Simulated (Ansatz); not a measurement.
Total energies of `BCC(C)F`.

Cartesian coordinates in Å:
```
B -1.423 0.123 1.171
C 0.095 0.334 0.944
C 0.570 0.487 -0.480
C 0.496 -0.793 -1.274
F 1.898 0.920 -0.476
H -1.825 -0.222 2.243
H -2.222 0.353 0.307
H 0.704 -0.405 1.479
H 0.283 1.280 1.487
H -0.004 1.275 -0.981
H 0.893 -0.645 -2.279
H -0.541 -1.126 -1.359
H 1.075 -1.580 -0.782
```

The species carries charge 0 and has multiplicity 1. The geometry is a stationary point of PBE0-D4/def2-TZVP. It is one conformer, not always the lowest. Basis def2-TZVPP, Ansatz.

RPA on PBE orbitals: Hartree–Fock energy of these orbitals -242.41500 Eh, correlation -1.45075 Eh (frozen core).

```
             functional  energy without D4 (Eh)  D4 term (kJ/mol)
            LDA (SPW92)              -241.83633                 –
                    PBE              -243.58724             -20.7
                 revPBE              -243.81788             -72.2
                   BLYP              -243.80481             -46.5
                 r2SCAN              -243.76491              -5.3
                 B97M-V              -243.88036                 –
                   PBE0              -243.61968             -17.3
                  B3LYP              -243.91707             -32.9
                r2SCANh              -243.75585              -5.5
                r2SCAN0              -243.74329              -6.1
HSE06 (plane-wave form)              -243.60593             -15.9
                  BHLYP              -243.77890             -22.5
              CAM-B3LYP              -243.79319             -17.2
                LC-ωPBE              -243.75615                 –
                ωB97X-V              -243.83223                 –
                ωB97M-V              -243.79044                 –
                 B2PLYP              -243.70516                 –
               PBE-QIDH              -243.58900                 –
```

B3LYP takes the VWN-RPA correlation (the form of Gaussian; ORCA's B3LYP/G). HSE06 is the plane-wave form, built on full-range PBE exchange. The double hybrids freeze the cores in their second-order part.

LC-ωPBE has ω = 0.4 bohr⁻¹.
